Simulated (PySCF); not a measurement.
Give a PBE0-D3(BJ)/def2-SVP geometry of InChI=1S/Cl6Si/c1-7(2,3,4,5)6/q-2. (Charge -2.)

```
atom  x, y, z in Å
Si1    0.014   -0.015   -0.010
Cl2    0.003   -0.022    2.233
Cl3    0.025   -0.006   -2.254
Cl4    2.256    0.004    0.002
Cl5   -2.230   -0.034   -0.022
Cl6   -0.007    2.229    0.003
Cl7    0.032   -2.258   -0.021
```

Orientation and origin are arbitrary. Atoms count from 1 in this order. All 6 Cl–Si bonds measure 2.242 to 2.244 Å. Si1 (silicon bonded to 6 Cl) is octahedral (the three widest angles are 180.0°, 179.9° and 179.9°, the others run from 89.9° to 90.1°).

Bonds between heavy atoms (Å): Si1–Cl2 2.242, Si1–Cl3 2.244, Si1–Cl4 2.242, Si1–Cl5 2.244, Si1–Cl6 2.244, Si1–Cl7 2.242.

Method: PySCF, PBE0-D3(BJ)/def2-SVP geometry optimisation, gas phase.

Point group: Oh (tolerance 0.08 Å). Whether it is a minimum is left open (no frequencies). Whether so highly charged an anion holds all its electrons in the gas phase wasn't checked; a finite basis holds them in any case. No counter-ion or solvent screens the charge of this multiply charged ion. The geometry's basis has no diffuse functions, a weakness for an anion.

On Arm Neoverse V1, one thread, on a shared host, this took 87 s wall and 0.53 GiB of memory at its peak. That covers the optimisation of the geometry.
